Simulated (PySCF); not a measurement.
F3OTa, charge -1, multiplicity 2. Atoms are numbered in the order given.

```xyz
5

Ta     0.0316    -0.0715     0.0000
O     -0.7980    -1.6295     0.0000
F      0.5928     0.1313     1.8592
F      0.5928     0.1313    -1.8592
F     -0.7323     1.7659     0.0000
```
Charge -1, spin multiplicity 2.

Coordinates come from a B3LYP-D3(BJ)/def2-SVPD optimisation. The multiplicity is an assumed one; other spin states were not compared. The isomer is the one that the SMILES or the coordinates give; other isomers of the formula were not compared. The def2 effective core potentials stand for the cores of Ta; spin–orbit coupling is left out.

The numbers are results of PySCF with PBE/def2-SVPD, not measurements.

Mulliken values depend strongly on the basis, most of all with diffuse functions as here. ESP charges are fitted to the potential on shells at 1.4 to 2.0 van der Waals radii. Atomic charges (e):

| atom | ESP fit | Mulliken | Mulliken spin |
|---|---|---|---|
| Ta1 | [?] | 1.46 | 1.18 |
| O2 | [?] | -0.68 | -0.05 |
| F3 | [?] | -0.57 | -0.06 |
| F4 | [?] | -0.57 | -0.06 |
| F5 | [?] | -0.63 | -0.01 |

Problem. Some entries are withheld; supply them. (Estimate from the structure and the level; the computed values follow.)

Solution. 
- Ta1, ESP fit: 0.59
- O2, ESP fit: -0.52
- F3, ESP fit: -0.38
- F4, ESP fit: -0.38
- F5, ESP fit: -0.32
